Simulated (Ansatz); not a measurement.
`O=C=NB(N=C=O)N=C=O`, charge 0, multiplicity 1.

(1) Give a relaxed structure at PBE0-D4/def2-TZVP (the Gaussian-basis code of Ansatz). (Best estimate.)

Answers

(1) Computed: 
```xyz
10

O     3.285    0.884   -1.244
C     2.198    0.541   -1.045
N     1.062    0.159   -0.935
B     0.000    0.000    0.001
N     0.182    0.392    1.358
C    -0.373    0.447    2.424
O    -0.826    0.538    3.486
N    -1.245   -0.549   -0.421
C    -1.825   -0.988   -1.379
O    -2.459   -1.425   -2.244
```
Point group C3h.
This is one stationary point; other conformers may exist.
